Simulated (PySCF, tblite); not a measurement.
Isomers of C9H12Si, one GFN2-xTB conformer each. Single-point energies are computed at PBE0/pcSseg-1 (PySCF, gas phase, no added dispersion term), electronic only.

| SMILES | GFN2-xTB relative energy (kcal/mol) |
| --- | --- |
| c1ccc(C2C[SiH2]C2)cc1 | 0.0 |
| C=C=C(C#C[SiH2]C)C1CC1 | 75.9 |
| C=C=C(C#C[SiH2]C)CC=C | 82.4 |
| C=C(C)C#CC1=C[SiH2][C@@H]1C | 63.5 |

Conformers: `[cH:1]1[cH:2][cH:3][c:4]([CH:5]2[CH2:6][SiH2:7][CH2:8]2)[cH:9][cH:10]1` with C3–C4–C5–C6 56°; `[CH2:1]=[C:2]=[C:3]([C:4]#[C:5][SiH2:6][CH3:7])[CH:8]1[CH2:9][CH2:10]1` with C2–C3–C8–C9 -39°; `[CH2:1]=[C:2]=[C:3]([C:4]#[C:5][SiH2:6][CH3:7])[CH2:8][CH:9]=[CH2:10]` with C2–C3–C8–C9 -106°, C3–C8–C9–C10 112°.

**Question.** What does PBE0/pcSseg-1 give for the same structures?

**Answer.** 
```json
{"SMILES": "c1ccc(C2C[SiH2]C2)cc1", "PBE0/pcSseg-1 E (Eh)": "-639.04942", "PBE0/pcSseg-1 (kcal/mol)": "0.0", "GFN2-xTB (kcal/mol)": "0.0", "point group": "Cs"}
{"SMILES": "C=C(C)C#CC1=C[SiH2][C@@H]1C", "PBE0/pcSseg-1 E (Eh)": "-638.94938", "PBE0/pcSseg-1 (kcal/mol)": "62.8", "GFN2-xTB (kcal/mol)": "63.5", "point group": "C1"}
{"SMILES": "C=C=C(C#C[SiH2]C)CC=C", "PBE0/pcSseg-1 E (Eh)": "-638.93191", "PBE0/pcSseg-1 (kcal/mol)": "73.7", "GFN2-xTB (kcal/mol)": "82.4", "point group": "C1"}
{"SMILES": "C=C=C(C#C[SiH2]C)C1CC1", "PBE0/pcSseg-1 E (Eh)": "-638.92901", "PBE0/pcSseg-1 (kcal/mol)": "75.6", "GFN2-xTB (kcal/mol)": "75.9", "point group": "C1"}
```

Both levels put the same isomer lowest; measured from each level's own lowest isomer, the values differ by up to 8.7 kcal/mol (C=C=C(C#C[SiH2]C)CC=C: 82.4 against 73.7). As drawn, the lowest has an aromatic ring and a four-membered ring, which the highest lacks; the highest has a three-membered ring, a C≡C bond and cumulated double bonds, which the lowest lacks. Neighbours under 2.5 kcal/mol apart (C=C=C(C#C[SiH2]C)CC=C and C=C=C(C#C[SiH2]C)C1CC1) can change places with a better method, another conformer or zero-point energy.

**Question.** Which frontier levels, dipoles and rotational constants go with these structures?

**Answer.** 
| SMILES | HOMO (eV, PBE0/pcSseg-1) | LUMO (eV) | dipole (D) | A, B, C (MHz) |
| --- | --- | --- | --- | --- |
| c1ccc(C2C[SiH2]C2)cc1 | -6.96 | -0.27 | 0.30 | 3047, 666.0, 608.6 |
| C=C(C)C#CC1=C[SiH2][C@@H]1C | -6.52 | -1.50 | 0.63 | 2835, 474.1, 416.1 |
| C=C=C(C#C[SiH2]C)CC=C | -6.81 | -0.87 | 0.92 | 1586, 487.6, 398.6 |
| C=C=C(C#C[SiH2]C)C1CC1 | -6.57 | -0.85 | 1.08 | 2153, 453.3, 390.0 |

**Question.** What happens when harmonic zero-point energies from GFN2-xTB frequencies are added?

**Answer.** 
```csv
SMILES,ZPE (kcal/mol),electronic (kcal/mol),with ZPE (kcal/mol)
c1ccc(C2C[SiH2]C2)cc1,110.5,0.0,0.0
C=C(C)C#CC1=C[SiH2][C@@H]1C,107.1,62.8,59.4
C=C=C(C#C[SiH2]C)CC=C,105.1,73.7,68.4
C=C=C(C#C[SiH2]C)C1CC1,106.2,75.6,71.2
```

The zero-point energies span 5.4 kcal/mol. The order is unchanged.
